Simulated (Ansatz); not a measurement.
C3H9NO3W (`C[O][W](=[O])(=[O])[N](C)C`) at its PBE0-D4/def2-TZVP geometry, where that method's forces vanish. Total charge 0; spin multiplicity 1. W: def2 effective core potential.

```xyz
17

C     0.9287   -2.6824   -1.6700
O     0.4144   -1.6196   -0.9075
W     0.8853    0.1629   -0.5561
O     0.8885    1.0628   -2.0151
O     2.4267    0.2204    0.1918
N    -0.4256    0.9203    0.6467
C    -1.5933    1.6476    0.1917
C    -0.2737    0.9167    2.0877
H     0.2751   -3.5487   -1.5442
H     0.9634   -2.4155   -2.7306
H     1.9360   -2.9466   -1.3342
H    -1.6377    1.6698   -0.8973
H    -2.5092    1.1753    0.5663
H    -1.5686    2.6822    0.5553
H     0.6438    0.4058    2.3808
H    -0.2332    1.9427    2.4734
H    -1.1208    0.4064    2.5613
```

What forces (eV/Å) does ωB97M-V/def2-TZVPP give on these atoms in the Gaussian-basis code of Ansatz? (Estimate.)

Ansatz gave: 
```
C1   0.119 -0.339 -0.212
O2  -0.089  0.223  0.146
W3   0.282  0.221 -0.111
O4  -0.027 -0.163  0.250
O5  -0.278 -0.026 -0.110
N6   0.224 -0.145 -0.210
C7  -0.291  0.175 -0.076
C8   0.004  0.011  0.347
H9   0.073  0.081 -0.020
H10 -0.002 -0.020  0.104
H11 -0.096  0.031 -0.031
H12  0.003  0.000  0.077
H13  0.076  0.043 -0.033
H14  0.000 -0.088 -0.028
H15 -0.065  0.038 -0.020
H16 -0.005 -0.086 -0.035
H17  0.074  0.045 -0.037
```
